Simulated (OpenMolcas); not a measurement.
# Cu2+: moving the ligands

Cu2+ with 6 ligands (chloride) in octahedral coordination (Oh) at 2.49 Å. A charge of +0.667 e stands 2.6 Å behind each ligand. Ligand basis ANO-RCC-VDZP.
```
Cu    0.0000    0.0000    0.0000
Cl    2.4900    0.0000    0.0000
Cl    0.0000    2.4900    0.0000
Cl   -2.4900    0.0000    0.0000
Cl    0.0000   -2.4900    0.0000
Cl    0.0000    0.0000    2.4900
Cl    0.0000    0.0000   -2.4900
```

```json
{"Program": "OpenMolcas 26.06", "Method": "SS-CASPT2, IPEA 0.25 Eh, imaginary shift 0.1 Eh (closed shells correlated: 3s 3p and the ligand valence shells)", "Basis": "ANO-RCC-VDZP [5s4p2d1f]", "Scalar Hamiltonian": "DKH2, point nucleus", "Active space": "9 electrons in 5 orbitals (3d)", "State averaging": "2S+1 = 2 even, 5 roots", "Spin-orbit coupling": "RASSI with atomic mean-field integrals over the reference wave functions"}
```

Runs around this geometry, states (labels of O, the rotations of Oh). Energies in cm-1 above the lowest state or level, χT in cm3 K/mol; 10Dq is the gap between the two states.

| R (Å) | Ground state | First state of that spin | 10Dq | First gap with spin-orbit (degeneracies) | χT at 300 K |
| --- | --- | --- | --- | --- | --- |
| 2.45 | 2E | 2T2 5200 | 5197 | 4550 (4, 2) | 0.650 |
| 2.49 | 2E | 2T2 4660 | 4659 | 4020 (4, 2) | 0.680 |
| 2.61 | 2E | 2T2 3390 | 3386 | 2810 (4, 2) | 0.781 |

Taking |10Dq| as R^-n, n = -ln(3386 / 5197) / ln(2.61 / 2.45) = 6.8 between the shortest and longest distance. The point-charge formula for a cubic d site gives n = 5.

Over all roots computed the reference weight is 0.67 in R = 2.45, 0.67 in R = 2.49, 0.67 in R = 2.61; a low but even weight reflects the number of correlated electrons. An orbital doublet at a regular site is open to a Jahn-Teller distortion, which this geometry leaves out. A single d shell leaves out the double-shell effect, which counts most for late 3d ions, where the CASPT2 field can be off either way by tens of per cent. Ligand-to-metal charge-transfer states are missing. With one d shell and no ligand orbital active, 10Dq can be off by tens of per cent for divalent 3d ions, low with halides held by bare charges and at times high in hosts, and the orbital part of g and χT goes as 1/10Dq. Free-ion shares, where given, are those of the reference states; single-state CASPT2 does not remix them. No measured value stands beside these numbers; the geometry is a model, was not optimised and need not be the one that this ion takes.
